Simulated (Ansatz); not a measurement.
The same path of ClH$_{3}$SSi$_{2}$ (7 atoms, charge 0, multiplicity 1) was run 3 times with different band settings. The coordinate that changes most is the dihedral Cl4–Si2–S3–H7.

All numbers below come from RKS BHLYP/def2-SVP in Ansatz.

Relaxed end points:

```xyz
7
Properties=species:S:1:pos:R:3
Si -0.636 1.632 -0.393
Si -0.039 -0.474 0.016
S 1.572 -1.038 1.281
Cl -0.204 -1.899 -1.467
H -2.039 1.539 -0.887
H -0.680 2.263 0.957
H 2.027 -2.023 0.491
```

```xyz
7
Properties=species:S:1:pos:R:3
Si -0.488 1.445 -0.554
Si -0.017 -0.720 -0.238
S 1.620 -1.504 0.855
Cl -0.368 -2.118 -1.703
H -1.925 1.423 -0.952
H -0.448 1.971 0.845
H 1.625 -0.498 1.746
```

Common settings: movable images 5; spring 5.0 eV/Å²; start path IDPP; force threshold 0.05 eV/Å; iteration limit 60; end points relaxed.

| run | climbing image | optimiser | largest step |
| --- | --- | --- | --- |
| 1 | yes | quadratic models (default) | default |
| 2 | yes | fire | 0.5 Å |
| 3 | from the first iteration | fire | default |

**Question.** What does each run give, and how far can it be trusted?

**Answer.** Run 1: converged after 6 iterations, highest image 0.151 eV above the first end. A vibrational analysis at the climbing image gives one clearly imaginary mode, 223i cm⁻¹: a first-order saddle point.
Run 2: converged after 30 iterations, highest image 0.151 eV above the first end. Another band between the same ends (5 images) ends at a top of the same energy, where a vibrational analysis finds 1 clearly imaginary mode.
Run 3: converged after 30 iterations, highest image 0.151 eV above the first end. Another band between the same ends (5 images) ends at a top of the same energy, where a vibrational analysis finds 1 clearly imaginary mode.
